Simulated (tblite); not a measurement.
Compound: C4H12N2OSi.
Numbering: `[CH3:1][C@H:2]([NH2:3])[CH2:4]/[CH:5]=[N:6]\[SiH2:7][OH:8]` (hydrogens: H9, H10, H11 on C1; H12 on C2; H13, H14 on N3; H15, H16 on C4; H17 on C5; H18, H19 on Si7; H20 on O8)

Geometry (GFN2-xTB, Å), atoms numbered from 1 in this order:
```xyz
20
C4H12N2OSi angstrom
C     -2.3569    0.3815    0.2757
C     -0.9571    0.9321   -0.0157
N     -0.5069    0.6440   -1.3750
C      0.0883    0.3946    0.9815
C      0.3113   -1.0865    0.8259
N      1.2292   -1.6552    0.1995
Si     2.5603   -1.0364   -0.7365
O      2.2608    0.3603   -1.5102
H     -2.3785   -0.6982    0.1400
H     -3.0848    0.8272   -0.4010
H     -2.6547    0.6106    1.2956
H     -0.9807    2.0250    0.0830
H     -0.5715   -0.3549   -1.5511
H     -1.0941    1.1182   -2.0522
H     -0.2558    0.6047    1.9956
H      1.0313    0.9126    0.8076
H     -0.4342   -1.7204    1.3167
H      3.6823   -0.7911    0.1617
H      2.7695   -2.1122   -1.7018
H      1.3367    0.6547   -1.5872
```

Method: GFN2-xTB as coded in tblite; computed harmonic values from a numerical Hessian at the method's own geometry, unscaled. Against measured fundamentals such values can be off by several per cent, at times by over 20. Modes of hydrogen on silicon can be 10 to 20 % off. One conformer, not necessarily the lowest.

Harmonic wavenumbers (cm⁻¹): 33.8, 79.0, 135.5, 159.7, 169.2, 221.0, 261.2, 332.5, 344.0, 378.8, 411.9, 513.4, 524.7, 551.6, 591.5, 645.6, 691.4, 751.8, 790.4, 833.0, 892.1, 901.2, 927.1, 958.8, 973.5, 980.8, 998.3, 1030.4, 1100.3, 1142.9, 1173.7, 1214.4, 1280.4, 1316.0, 1339.8, 1351.5, 1408.5, 1461.6, 1497.3, 1500.0, 1548.5, 1762.7, 2267.6, 2294.3, 2880.2, 2911.8, 2982.3, 3012.0, 3018.8, 3031.6, 3042.3, 3233.2, 3378.4, 3415.3.

A = 3061, B = 1085, C = 909.5 MHz; mass 132.072 u (most abundant isotopes); point group C1, symmetry number 1.

Question: What is the zero-point energy?

Answer: Half the sum of the wavenumbers: 35324 cm⁻¹ = 422.57 kJ/mol.

Question: Entropy at 298.15 K, 1 bar (ideal gas, RRHO, classical rotation)?

Answer: Translation 169.76, rotation 121.57, vibration 126.46: S = 417.8 J/(mol K).

Question: And Cp and H(298.15 K) − H(0)?

Answer: Cp = 171.72 J/(mol K), of which vibrations give 138.47 (their classical limit is 54 R = 449.0); H(298.15 K) − H(0) = 30.14 kJ/mol without the zero-point energy, 20.22 from vibrations.

Question: How do the functions run with temperature in this model?

Answer: 
| T (K) | S (J/(mol K)) | Cp (J/(mol K)) | H − H(0) (kJ/mol) | G − H(0) (kJ/mol) | ln q(vib) |
| --- | --- | --- | --- | --- | --- |
| 50 | 245.7 | 53.4 | 2.09 | -10.19 | 0.62 |
| 100 | 290.5 | 78.3 | 5.39 | -23.66 | 1.78 |
| 373.15 | 460.0 | 205.2 | 44.29 | -127.36 | 9.11 |
| 500 | 527.0 | 253.0 | 73.47 | -190.01 | 12.60 |
| 750 | 643.0 | 319.0 | 145.60 | -336.69 | 19.26 |
| 1000 | 741.1 | 362.3 | 231.10 | -510.04 | 25.46 |

q(vib) and H(0) count from the zero-point level.

Question: Blend soft modes into free rotors: weight 1/[1 + (100 cm⁻¹/ν̃)⁴] for the oscillator and the rest for a rotor with moment μB/(μ + B), μ = h/(8π²ν), B = 10⁻⁴⁴ kg m². What vibrational entropy results?

Answer: 116.77 J/(mol K) in place of 126.46, which changes −T·S at 298.15 K by +2.89 kJ/mol.

Question: What must be added to the electronic energy to get the Gibbs energy at 298.15 K and 1 bar?

Answer: ZPE + [H(298.15 K) − H(0)] − T·S = 422.57 + 30.14 − 124.56 = 328.15 kJ/mol.

Hindered rotation and anharmonicity are outside this model. Other conformers, if any are populated, would add a mixing term that is left out. The structure is chiral; the term R ln 2 for an equal mix with its mirror image is left out.
